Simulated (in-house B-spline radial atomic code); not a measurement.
A run on Sc II (Sc+) (an excited or competing configuration) that did not converge. Method: non-relativistic wB97X, spin-polarised, spherical fractional occupations, exact exchange averaged over the configuration, point nucleus; computed with an all-electron radial atomic-structure program (B-spline basis).

Command:
```bash
python run_scf.py task.json out
```
Settings:
```
Z                21
configuration    [Ar] 3d1 5f1
hamiltonian      nr
method           wb97x
spin_polarised   True
exact_exchange   averaged over the configuration
```

First and last ten iterations of the last attempt (damped for 15 steps, keeping 80 % of the old Fock matrix, then DIIS):
```
 iter        energy (Eh)    residual
    1        -755.027880    3.04e-01
    2        -758.835174    1.94e-01
    3        -759.375062    1.39e-01
    4        -759.669546    9.84e-02
    5        -759.828571    6.88e-02
    6        -759.913348    4.78e-02
    7        -759.957858    3.30e-02
    8        -759.980873    2.36e-02
    9        -759.992694    1.69e-02
   10        -759.998697    1.22e-02
  111        -760.004973    6.69e-06
  112        -760.004973    7.45e-06
  113        -760.004973    7.20e-06
  114        -760.004973    7.02e-06
  115        -760.004973    7.87e-06
  116        -760.004973    6.73e-06
  117        -760.004973    6.81e-06
  118        -760.004973    6.72e-06
  119        -760.004973    6.78e-06
  120        -760.004973    6.76e-06
 not converged after 120 iterations
```

The smallest residual met was 2.7e-06; the threshold is about 2e-07. Over the last five steps the energy moves by less than 1e-08 hartree, but the orbitals didn't meet the threshold. Run time, properties included: 34 s on 1 thread of Arm Neoverse N1 (shared host).
